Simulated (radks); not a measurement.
The numbers below are computed, except where a source is named.
Q: Radial electron density D(r) = 4 pi r^2 rho(r) of an atom or ion with 15 electrons. Code: a radial shooting solver on a logarithmic mesh with Libxc functionals. Model: Dirac Kohn-Sham, PBE, spin-unpolarised, spherical densities, finite nucleus; Fermi nuclear charge, rms radius of each element as measured or else 0.836 A^(1/3) + 0.57 fm.

```
   r/bohr * D(r) (the largest magnitude, 18.4, reaches the edge; | marks zero)
 0.004105 | *
 0.005388 |  *
 0.007073 |   *
 0.009284 |      *
  0.01219 |         *
  0.01599 |               *
  0.02099 |                      *
  0.02778 |                               *
  0.03646 |                                         *
  0.04786 |                                                  *
  0.06282 |                                                      *
  0.08245 |                                                    *
   0.1082 |                                            *
   0.1421 |                                    *
   0.1865 |                                    *
   0.2448 |                                            *
   0.3213 |                                                    *
   0.4217 |                                               *
   0.5535 |                               *
   0.7265 |              *
   0.9536 |        *
    1.252 |        *
    1.643 |       *
    2.174 |   *
    2.853 |*
    3.745 |*
    4.916 |*
    6.453 *
     8.47 *
    11.12 *
    14.59 *
```

What is the nuclear charge?

A: Z = 16. The innermost maximum, from 1s, lies near gamma/Z bohr with gamma = sqrt(1 - (Z/c)^2) = 0.993, here 0.0621 bohr (found: 0.0654), and its height grows with Z. The density is that of the sulfur ion S+ in [Ne] 3s2 3p2 4p1; the configuration itself is not fixed sharply by these data, and Z only to about a unit. D(r) has 4 maxima, at r = 0.0654, 0.340, 1.36, 4.61 bohr, and minima at 0.164, 1.04, 3.87 bohr, inside which lie 2.19, 10.41, 14.17 electrons.
